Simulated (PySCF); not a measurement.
**How good is the calculation?**

Bonds (- single, = double, # triple, : aromatic): C1=C2 1.312 Å, C2-S3 1.788 Å, S3=O4 1.432 Å, S3=O5 1.423 Å, S3-O6 1.615 Å, O6-C7 1.411 Å. C1 carries H8, H9; C2 carries H10; C7 carries H11, H12, H13. H9 is cis to S3; H8 is trans to S3.

Measured values that the calculation should reproduce: δ 1H H10 6.57; H9 6.43; H8 6.22 ppm (measured; solution, not stated per compound (mostly CDCl3 or CCl4); Pretsch, Buehlmann, Badertscher, Structure Determination of Organic Compounds, 4th ed. (2009)).

PySCF 2.14 calculation with GIAO PBE0/pcSseg-1 shieldings and GFN2-xTB geometry; single conformer, gas phase, averaged over atoms made equivalent by symmetry, fast rotation or ring inversion, no relativistic terms.

(1) Set the calculated values beside the experiment.

(2) How far are the unscaled 1H shifts from the references?

## Answers

(1) 
Reference values: measured (solution, not stated per compound (mostly CDCl3 or CCl4); Pretsch, Buehlmann, Badertscher, Structure Determination of Organic Compounds, 4th ed. (2009)).
```tsv
atoms	quantity	reference	computed	computed, scaled
H10	δ 1H	6.57	6.49	6.22
H9	δ 1H	6.43	6.71	6.42
H8	δ 1H	6.22	6.46	6.18
```

Computed shifts are σ(ref) − σ with the named reference compound (TMS for H and C) calculated as an isolated molecule at the same level. The measured values may be among those fitted. Empirical linear scaling, fitted to shifts measured mostly in CDCl3 for H and C (δ vs TMS): 1H: δ = 30.01 − 0.943σ (rms 0.17 ppm, 504 shifts, 0.18 ppm with the 4 outliers that the fit left out). A few per cent of atoms miss by over 2 rms, more outside the fitted compound classes.

(2) Mean signed difference +0.15 ppm, mean absolute 0.20 ppm over 3 comparisons; the largest is +0.28 ppm at H9 (hydrogen on a terminal =CH2 carbon).
